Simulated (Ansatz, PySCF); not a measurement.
Molecule: difluoro(dihydroxy)silane, sum formula H2SiO2F2, charge 0, multiplicity 1. 
Coordinates optimised at B3LYP-D3(BJ)/def2-TZVP (Ansatz, a quantum-chemistry and plane-wave program):
SMILES: O[Si](O)(F)F
```xyz
7

O      1.5592    -0.4111    -0.1868
Si     0.0097     0.0006    -0.0100
O     -0.8955    -1.3260     0.2073
F     -0.2108     0.9984     1.2056
F     -0.4072     0.8080    -1.3029
H      1.9201    -1.1263     0.3420
H     -1.8031    -1.2425     0.5098
```
Charge 0, spin multiplicity 1.

PBE beside other levels, property by property. Correlated levels leave the core frozen unless marked. Open shells are spin-unrestricted. Spin-orbit coupling is left out. Non-relativistic. Basis-set limits of correlation are two-point, X^-3; Hartree-Fock from the larger set (for Q and 5 zeta extrapolated as (X+1)exp(-9√X)). Rows marked 298 K are enthalpies with B3LYP-D3(BJ) harmonic zero-point and thermal terms from PySCF. Atomisation energies are electronic, to ground-state atoms; the column to compare with has the core term from cc-pwCVTZ added, other frozen-core levels have none. Vertical energies are electronic, to the SCF solution reached for that spin. The coupled-cluster column (Ansatz) is a level with limits of its own: (a) CCSD(T)/CBS(aug-cc-pV(T+d)Z,aug-cc-pV(Q+d)Z); (b) CCSD(T)/CBS(cc-pV(Q+d)Z,cc-pV(5+d)Z).

```csv
property,PBE/def2-TZVPD (Ansatz),r2SCAN/def2-TZVPD (Ansatz),PBE0/def2-TZVPD (Ansatz),B2PLYP-D3(BJ)/def2-TZVPD (Ansatz + dftd3),coupled cluster
atomisation energy (kcal/mol),736.3,732.2,716.3,725.9,743.8 (b)
"F-Si bond dissociation enthalpy, 298 K, to O[Si](O)F + F atom (kcal/mol)",158.5,159.4,157.2,161.5,167.4 (b)
vertical triplet-singlet gap (eV),7.35,7.82,8.08,8.35,8.56 (a)
```

As the rows show:
- atomisation energy: PBE lies 7.5 kcal/mol below coupled cluster.
- F-Si bond dissociation enthalpy, 298 K, to O[Si](O)F + F atom: PBE lies 8.9 kcal/mol below coupled cluster.
- vertical triplet-singlet gap: PBE lies 1.21 eV below coupled cluster.
